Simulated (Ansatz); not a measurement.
Job for Ansatz (a first-principles code): R-PBE0/def2-TZVPP on As2BH5 (SMILES [AsH2]B[AsH2]), a point of a torsion scan.

Ansatz 0.2 input:
```yaml
crystal:
  periodic: [false, false, false]
  atoms:
    - {symbol: As, position_ang: [1.79231378, 0.04075868, -0.20732487]}
    - {symbol: B, position_ang: [-0.06921244, -0.73367370, 0.04040643]}
    - {symbol: As, position_ang: [-1.31658992, -0.37842816, 1.57800087]}
    - {symbol: H, position_ang: [1.25386650, 1.45148702, -0.21012115]}
    - {symbol: H, position_ang: [2.03041376, 0.20050233, 1.27834853]}
    - {symbol: H, position_ang: [-0.45299297, -1.49384360, -0.77585385]}
    - {symbol: H, position_ang: [-0.43749081, 0.63323299, 2.27689057]}
    - {symbol: H, position_ang: [-0.62899552, -1.47935087, 2.34716689]}
basis:
  gaussian:
    orbitals: def2-TZVPP
hamiltonian:
  xc: {name: PBE0}
scf: {lower_state_search: off}
```

The log:

```
WARN ansatz: RAYON_NUM_THREADS=1 ignored (pool sized by the plan → 1); use --threads N
Functional definition: PBE0
these checks for a lower state are left out or cut short: stability, starts, cluster_reference, orbital_swaps, neighbouring_geometries, increment
integrals: 0.13 GiB planned
1310 factors; their error is unknown
mean field: 1.15 GiB planned
mean field evaluation 1: about -122421.9996 eV, gradient 2.2e1 eV
mean field evaluation 2: about -122421.7886 eV, gradient 2.2e1 eV
mean field evaluation 4: about -122423.2305 eV, gradient 6.0e-1 eV
mean field evaluation 8: about -122423.7244 eV, gradient 6.0e-1 eV
mean field evaluation 16: about -122423.7246 eV, gradient 7.9e-5 eV
mean field -122423.72464593 eV, -4498.9888989570 hartree, gradient 5.6e-6 eV, S^2 0.000000; 0 other end points of the search recorded, 0 dependent functions left out
reference -122423.72467608 eV, -4498.9889000651 hartree; 38, 38 occupied and 159, 159 virtual orbitals, 1310 factors
Total energy: -122423.72467608 eV, -4498.9889000651 hartree
Checks for a lower state left out: stability, starts, cluster_reference, orbital_swaps, neighbouring_geometries, increment
```

Self-consistency was reached.

Cost: around 8 core-seconds (rough).
